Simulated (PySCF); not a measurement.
PySCF job for C₄H₅FO, SMILES O=C1CC[C@@H]1F, TDA-PBE/def2-SVPD. Geometry: ωB97X-D3(BJ)/def2-SVP. The structure was generated by enumeration; whether it is a known compound was not checked.

```python
import numpy as np
from pyscf import gto, scf, dft, tdscf

mol = gto.M(
    atom='''
    O     1.42576161    1.11663020    0.69696127
    C     0.70234909    0.46797346    0.00233125
    C     0.09234819    0.65352807   -1.39336281
    C    -1.04518105   -0.30054438   -0.93891268
    C    -0.16090467   -0.78450947    0.23081194
    F    -0.73522815   -0.95187093    1.45435871
    H    -0.17059866    1.68617165   -1.66462337
    H     0.73665965    0.22871630   -2.17981925
    H    -1.39013532   -1.06291322   -1.64980546
    H    -1.90660385    0.25779395   -0.54367392
    H     0.40996948   -1.69465800   -0.03220290
    ''',
    basis='def2-SVPD',
    charge=0,
    spin=0,
    max_memory=1600,
    verbose=4,
)
mf = dft.RKS(mol, xc='pbe').density_fit(auxbasis='def2-universal-jkfit')
mf.grids.level = 3
mf.conv_tol = 1e-9
mf.max_cycle = 100
mf.kernel()
mf.grids = dft.Grids(mol).set(level=1).build(with_non0tab=True)  # coarser grid for the response kernel
td = tdscf.TDA(mf)
td.singlet = True
td.nstates = 10
td.conv_tol = 1e-4
td.positive_eig_threshold = 1e-6
td.kernel(x0=td.get_init_guess(mf, 15))
td.analyze()
tt = tdscf.TDA(mf)
tt.singlet = False
tt.nstates = 4
tt.conv_tol = 1e-4
tt.positive_eig_threshold = 1e-6
tt.kernel(x0=tt.get_init_guess(mf, 9))
tt.analyze(verbose=3)
```

It prints:

```
PySCF version 2.14.0

[INPUT] verbose = 4
[INPUT] num. atoms = 11
[INPUT] num. electrons = 46
[INPUT] charge = 0
[INPUT] spin (= nelec alpha-beta = 2S) = 0
[INPUT] symmetry False subgroup None
[INPUT] Mole.unit = angstrom
[INPUT] Symbol           X                Y                Z      unit          X                Y                Z       unit  Magmom
[INPUT]  1 O      1.425761610000   1.116630200000   0.696961270000 AA    2.694298961819   2.110125260418   1.317065919729 Bohr   0.0
[INPUT]  2 C      0.702349090000   0.467973460000   0.002331250000 AA    1.327247423937   0.884341672965   0.004405424028 Bohr   0.0
[INPUT]  3 C      0.092348190000   0.653528070000  -1.393362810000 AA    0.174512787199   1.234989067016  -2.633074103054 Bohr   0.0
[INPUT]  4 C     -1.045181050000  -0.300544380000  -0.938912680000 AA   -1.975105935085  -0.567946566477  -1.774287820081 Bohr   0.0
[INPUT]  5 C     -0.160904670000  -0.784509470000   0.230811940000 AA   -0.304065758464  -1.482508040428   0.436171352880 Bohr   0.0
[INPUT]  6 F     -0.735228150000  -0.951870930000   1.454358710000 AA   -1.389379842571  -1.798775363635   2.748339648776 Bohr   0.0
[INPUT]  7 H     -0.170598660000   1.686171650000  -1.664623370000 AA   -0.322384744618   3.186402617506  -3.145682269851 Bohr   0.0
[INPUT]  8 H      0.736659650000   0.228716300000  -2.179819250000 AA    1.392084985518   0.432211167224  -4.119261383555 Bohr   0.0
[INPUT]  9 H     -1.390135320000  -1.062913220000  -1.649805460000 AA   -2.626975030885  -2.008614879980  -3.117680478212 Bohr   0.0
[INPUT] 10 H     -1.906603850000   0.257793950000  -0.543673920000 AA   -3.602959104541   0.487159962070  -1.027394809869 Bohr   0.0
[INPUT] 11 H      0.409969480000  -1.694658000000  -0.032202900000 AA    0.774730036630  -3.202439494803  -0.060854661417 Bohr   0.0

nuclear repulsion = 231.582503901056
number of shells = 70
number of NR pGTOs = 236
number of NR cGTOs = 166
basis = def2-SVPD
ecp = {}


[settings echo left out]
init E= -330.457707094534
  HOMO = -0.306913414331947  LUMO = -0.128930893289186  gap/eV = 4.84315
cycle= 1 E= -329.719936580478  delta_E= 0.738  |g|= 0.859  |ddm|= 4.51
  HOMO = -0.0803511360206501  LUMO = -0.0204924982277679  gap/eV = 1.62884
cycle= 2 E= -328.715010066698  delta_E=    1  |g|= 2.33  |ddm|= 5.09
  HOMO = -0.213919961915325  LUMO = -0.0773696002768185  gap/eV = 3.71572
cycle= 3 E= -329.842137304885  delta_E= -1.13  |g|= 0.332  |ddm|= 4.64
  HOMO = -0.224256287998719  LUMO = -0.090285953906879  gap/eV = 3.64552
cycle= 4 E= -329.865893242517  delta_E= -0.0238  |g|= 0.118  |ddm|= 0.582
  HOMO = -0.225064672601891  LUMO = -0.0917507825528063  gap/eV = 3.62766
cycle= 5 E= -329.868595452094  delta_E= -0.0027  |g|= 0.034  |ddm|= 0.165
  HOMO = -0.22139867953949  LUMO = -0.0886111482016547  gap/eV = 3.61333
cycle= 6 E= -329.868805766183  delta_E= -0.00021  |g|= 0.0124  |ddm|= 0.0514
  HOMO = -0.221956664442273  LUMO = -0.0889146377984922  gap/eV = 3.62026
cycle= 7 E= -329.868835112651  delta_E= -2.93e-05  |g|= 0.00274  |ddm|= 0.0172
  HOMO = -0.222214765188329  LUMO = -0.0891309293149924  gap/eV = 3.62140
cycle= 8 E= -329.868836782751  delta_E= -1.67e-06  |g|= 0.000759  |ddm|= 0.00556
  HOMO = -0.222204868493423  LUMO = -0.089106885138023  gap/eV = 3.62178
cycle= 9 E= -329.868836900581  delta_E= -1.18e-07  |g|= 0.0002  |ddm|= 0.00167
  HOMO = -0.222214659649779  LUMO = -0.0891096434416943  gap/eV = 3.62197
cycle= 10 E= -329.868836909833  delta_E= -9.25e-09  |g|= 5.13e-05  |ddm|= 0.000573
  HOMO = -0.22221868159772  LUMO = -0.089114339036696  gap/eV = 3.62195
cycle= 11 E= -329.868836910347  delta_E= -5.14e-10  |g|= 2.69e-05  |ddm|= 0.000132
  HOMO = -0.222212030938346  LUMO = -0.0891087070536623  gap/eV = 3.62193
Extra cycle  E= -329.868836909938  delta_E= 4.08e-10  |g|= 5e-05  |ddm|= 0.000126
converged SCF energy = -329.868836909938
tot grids = 43560
Overwritten attributes  positive_eig_threshold  of <class 'pyscf.tdscf.rks.TDA'>


******** <class 'pyscf.tdscf.rks.TDA'> for <class 'pyscf.df.df_jk.DFRKS'> ********
nstates = 10 singlet
deg_eia_thresh = 1.000e-03
wfnsym = None
conv_tol = 0.0001
eigh lindep = 1e-12
eigh level_shift = 0
eigh max_cycle = 100


Excitation energies (eV)
[3.8695147  5.91098399 6.02349356 6.52533563 6.61153738 6.72522432
 7.12182042 7.21639356 7.39883599 7.63376798]

** Singlet excitation energies and oscillator strengths **
Excited State   1:      3.86951 eV    320.41 nm  f=0.0001
      23 -> 24        0.70624
Excited State   2:      5.91098 eV    209.75 nm  f=0.0121
      20 -> 24        0.11827
      22 -> 24       -0.68054
      23 -> 25       -0.12220
Excited State   3:      6.02349 eV    205.83 nm  f=0.0236
      22 -> 24       -0.11349
      23 -> 25        0.69500
Excited State   4:      6.52534 eV    190.00 nm  f=0.0092
      21 -> 24       -0.68377
      23 -> 26       -0.16178
Excited State   5:      6.61154 eV    187.53 nm  f=0.0018
      21 -> 24       -0.16193
      23 -> 26        0.67131
      23 -> 27       -0.13687
Excited State   6:      6.72522 eV    184.36 nm  f=0.0014
      20 -> 24       -0.12049
      23 -> 26        0.12346
      23 -> 27        0.68318
Excited State   7:      7.12182 eV    174.09 nm  f=0.0108
      18 -> 24        0.26663
      20 -> 24        0.56245
      23 -> 28       -0.27654
Excited State   8:      7.21639 eV    171.81 nm  f=0.0063
      18 -> 24       -0.13703
      20 -> 24       -0.22341
      23 -> 28       -0.64925
Excited State   9:      7.39884 eV    167.57 nm  f=0.0099
      19 -> 24       -0.69787
Excited State  10:      7.63377 eV    162.42 nm  f=0.0467
      23 -> 29        0.69287

** Transition electric dipole moments (AU) **
state          X           Y           Z        Dip. S.      Osc.
  1         0.0014     -0.0268      0.0013      0.0007      0.0001
  2         0.1473      0.2483      0.0132      0.0835      0.0121
  3         0.0695     -0.2289      0.3202      0.1598      0.0236
  4         0.2015      0.1273      0.0251      0.0575      0.0092
  5         0.0102     -0.0925     -0.0525      0.0114      0.0018
  6         0.0457     -0.0153     -0.0769      0.0082      0.0014
  7        -0.0152     -0.0446     -0.2444      0.0619      0.0108
  8         0.0888      0.0985      0.1335      0.0354      0.0063
  9        -0.0837     -0.2164     -0.0306      0.0548      0.0099
 10         0.0997     -0.0304      0.4887      0.2497      0.0467

** Transition velocity dipole moments (imaginary part, AU) **
state          X           Y           Z        Dip. S.      Osc.
  1        -0.0017      0.0044      0.0152      0.0003      0.0012
  2         0.0078      0.0021     -0.0101      0.0002      0.0005
  3         0.0029     -0.0473      0.0535      0.0051      0.0154
  4        -0.0021      0.0399      0.0202      0.0020      0.0056
  5        -0.0093     -0.0198      0.0058      0.0005      0.0014
  6         0.0162      0.0169     -0.0244      0.0011      0.0031
  7         0.0068      0.0146     -0.0041      0.0003      0.0007
  8         0.0099      0.0075     -0.0083      0.0002      0.0006
  9        -0.0096     -0.0171      0.0027      0.0004      0.0010
 10         0.0202      0.0016      0.0965      0.0097      0.0231

** Transition magnetic dipole moments (imaginary part, AU) **
state          X           Y           Z
  1        -0.5919     -0.5445     -0.5066
  2         0.0372     -0.1219     -0.2002
  3        -0.1675      0.1687      0.2083
  4         0.2140      0.0617     -0.0952
  5        -0.0022      0.1517      0.0972
  6         0.2147      0.0893      0.2131
  7         0.0902     -0.2924      0.1291
  8         0.1554      0.0449     -0.2232
  9         0.2176     -0.0728      0.3148
 10         0.0054      0.4095      0.2178


******** <class 'pyscf.tdscf.rks.TDA'> for <class 'pyscf.df.df_jk.DFRKS'> ********
nstates = 4 triplet
deg_eia_thresh = 1.000e-03
wfnsym = None
conv_tol = 0.0001
eigh lindep = 1e-12
eigh level_shift = 0
eigh max_cycle = 100


Excitation energies (eV)
[3.30159015 5.51730678 5.91317826 6.04609968]

** Triplet excitation energies and oscillator strengths **
Excited State   1:      3.30159 eV    375.53 nm  f=0.0000
Excited State   2:      5.51731 eV    224.72 nm  f=0.0000
Excited State   3:      5.91318 eV    209.67 nm  f=0.0000
Excited State   4:      6.04610 eV    205.06 nm  f=0.0000
```

The calculation finished and met its thresholds.

Cost: around 60 core-seconds (rough).
